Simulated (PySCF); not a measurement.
**Mass spectrum arithmetic for ZrMeF3**

Species: ZrMeF3, `[CH3][Zr]([F])([F])[F]`.

Calculated from isotope tables alone.

(1) Find the molar and monoisotopic masses of CH3F3Zr.

(2) What cluster does the molecular ion M+• show when like nominal masses merge?

(3) Protons, neutrons, electrons, and exact less nominal mass of the monoisotopic species?

(4) Which singly substituted isotopologues are there?

(5) What resolving power m/Δm just matches the spacing of the species with one 91Zr and with one 13C?

(6) What share of all molecules is the monoisotopic species?

(7) Give the mass fraction of each element.

## Answers

(1) For CH3F3Zr, with standard atomic weights, 1 × 91.224 + 1 × 12.011 + 3 × 1.008 + 3 × 18.998 = 163.253 g/mol. From the most abundant isotopes (90Zr, 12C, 1H, 19F), 1 × 89.904704 + 1 × 12.000000 + 3 × 1.007825 + 3 × 18.998403 = 161.9234 u.

(2) 
```csv
nominal mass,m/z (centroid),relative intensity
162,161.9228,100.0
163,162.9239,22.9
164,163.9232,33.6
165,164.9266,0.4
166,165.9245,33.8
167,166.9279,0.4
168,167.9264,5.4
```

Lines under 0.1 % of the tallest are left out. One electron mass, 0.00055 u, is taken off. Abundances used (%; other tables differ somewhat): 90Zr 51.45, 91Zr 11.22, 92Zr 17.15, 94Zr 17.38, 96Zr 2.8; 12C 98.93, 13C 1.07; 1H 99.9885, 2H 0.0115.

(3) 76 protons, 86 neutrons and 76 electrons; 161.9234 − 162 = -0.0766 u.

(4) Intensity in % of the monoisotopic species:

| isotope | mass shift (u) | m/z | intensity (%) |
| --- | --- | --- | --- |
| 91Zr | +1.00094 | 162.9238 | 21.81 |
| 13C | +1.00335 | 162.9262 | 1.08 |
| 2H | +1.00628 | 162.9291 | 0.03 |
| 92Zr | +2.00034 | 163.9232 | 33.33 |
| 94Zr | +4.00161 | 165.9245 | 33.78 |
| 96Zr | +6.00357 | 167.9264 | 5.44 |

Species under 0.02 % are left out.

(5) They lie 0.00241 u apart at mass 162.92, so m/Δm is about 68000.

(6) 0.5145 × 0.9893 × 0.999885^3 × 1^3 = 50.88 %.

(7) Zr 55.88 %, C 7.36 %, H 1.85 %, F 34.91 %.
